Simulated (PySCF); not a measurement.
## Excitation energy of Ge²⁺ by level of theory

Ge²⁺ [Ar] 3d10 4s2 (1S) → Ge²⁺ [Ar] 3d10 4s1 4p1 (3P), as a difference of total energies. Calculation: PySCF 2.14, in x2c-QZVPPall (11s8p5d4f1g, 97 functions); the spin-free X2C one-electron Hamiltonian (Gaussian nucleus). Correlated levels: valence: [Ar] 3d10 frozen. The calculations carry no spin-orbit coupling.

```json
{"method": "UHF", "excitation energy (eV)": "6.411"}
{"method": "MP2 (valence)", "excitation energy (eV)": "7.158"}
{"method": "SCS-MP2 (valence)", "excitation energy (eV)": "7.370"}
{"method": "CCSD (valence)", "excitation energy (eV)": "7.397"}
```

Task: How much does correlation contribute at MP2 (valence)?

Result: 7.158 − (6.411) = 0.747 eV, measured against UHF.

A first-order spin-orbit estimate (lowest level to lowest level, LS coupling) adds -0.179 eV.

The basis was made for the ground configuration and has no added diffuse functions, so the excitation energy can come out too high.

With two correlated electrons CCSD is exact in that space.
